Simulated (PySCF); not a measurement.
**Electron correlation in Cr (chromium, neutral)**

[Ar] 3d5 4s1, high-spin 7S determinant. Computed with PySCF 2.14 in x2c-TZVPPall with one added diffuse shell each of s, p, d, f type (7s6p5d3f1g, 80 functions), with scalar relativity by spin-free X2C-1e. Frozen: [Ar]; 6 electrons correlated.

MP2 pair energies summed by pair of shells (mhartree):

```json
{"pair": "3d-3d", "energy": "-78.97", "share (%)": "85.2"}
{"pair": "3d-4s", "energy": "-13.70", "share (%)": "14.8"}
```

Total MP2 correlation energy: -92.66 mhartree.

Same-spin part -92.66 and opposite-spin part 0.00 mhartree; SCS-MP2 scales them by 1/3 and 6/5 to -30.89 mhartree.
